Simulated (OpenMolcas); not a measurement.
Sr: effect of the active space

```
Program             : OpenMolcas
Method              : CASSCF
Basis               : ANO-RCC-VTZP
Scalar Hamiltonian  : DKH2, point nucleus
Spin-orbit coupling : RASSI with atomic mean-field integrals over the reference wave functions, term energies averaged over their components
```

A. 2 electrons in 4 orbitals (5s 5p); 2S+1 = 3 even, 3 roots; 2S+1 = 1 even, 6 roots; 2S+1 = 3 odd, 3 roots; 2S+1 = 1 odd, 3 roots; cost roughly 7 core-seconds
B. 2 electrons in 8 orbitals (5s 5p 6s 6p); 2S+1 = 3 even, 3 roots; 2S+1 = 1 even, 6 roots; 2S+1 = 3 odd, 3 roots; 2S+1 = 1 odd, 3 roots; cost roughly 10 core-seconds
C. 2 electrons in 9 orbitals (4d 5s 5p); 2S+1 = 3 even, 18 roots (15 in the spin-orbit step); 2S+1 = 1 even, 12 roots; 2S+1 = 3 odd, 18 roots; 2S+1 = 1 odd, 15 roots; cost about 17 core-seconds

Energies in cm-1 above 5s2 1S0, the measured ground level; measured values from NIST Handbook of Basic Atomic Spectroscopic Data.

```tsv
Level	A	B	C	Measured
5s2 1S0	0.0	0.0	0.0	0.0
5s 5p 3P* 0	12343	13289	12995	14318
5s 5p 3P* 1	12484	13430	13103	14504
5s 5p 3P* 2	12770	13716	13325	14899
5s 5p 1P* 1	26535	27569	22319	21698
```

Deviations, from unrounded energies. A percentage is the sum of absolute deviations over the sum of measured energies, with the sign that they share, or ± where signs differ.

```
           Against measurement  Levels      A      B     C
mean absolute deviation (cm-1)       4   2700   2300  1200
      other configurations (%)       4  ±16.8  ±14.0  ±7.5
```

C lies closest to measurement on these levels and A furthest from it. The largest miss of C in the table is 5s 5p 3P* 2, by -1600 cm-1. The ranking rests on the paired levels alone, and a cruder setting can come out closer through cancelling errors.

Among A to C the level of the table that moves most is 5s 5p 1P* 1, by 5200 cm-1 (lowest in C, highest in B).

Without dynamic correlation excited terms often stand tens of per cent too high (terms of higher spin than the ground term too low), and those without a measured partner can miss by more than the paired ones. Active for correlation alone: 6p 6s; no level in the range computed is led by a configuration that fills them, so any true level of that kind is missing (holds for B). Some high roots are left out of the spin-orbit mixing, which shifts the levels that they would mix with (holds for C). Measured partners are found by configuration, term and J. A level has none where our copy of the source lacks it or the pairing is in doubt (some pairs that miss far off the trend of their configuration count as doubtful), and it then counts in no deviation. Levels of configurations outside the active space are missing. The table leaves out levels that lie high or whose names do not pair safely across all columns.

* marks odd parity.
